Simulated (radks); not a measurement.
Task: The oxygen ion O5+, 3 electrons, occupied as [He] 2s1 (the NIST ground configuration). All-electron calculation, non-relativistic Kohn-Sham, exchange-only B88, spin-polarised, spherical densities, point nucleus; open shells are filled with parallel spins first. Program: a radial shooting solver on a logarithmic mesh with Libxc functionals. Some entries of the table are withheld. Estimate them.

orbital,occ.,eigenvalue (eV),<1/r> (bohr^-1),<r^2> (bohr^2)
1s up,1,-654.7459,7.663,0.05297
1s down,1,-653.1251,7.663,0.05281
2s up,1,-127.8447,(1),0.9271

Result: 
(1) 2s up <1/r> (bohr^-1): 1.647
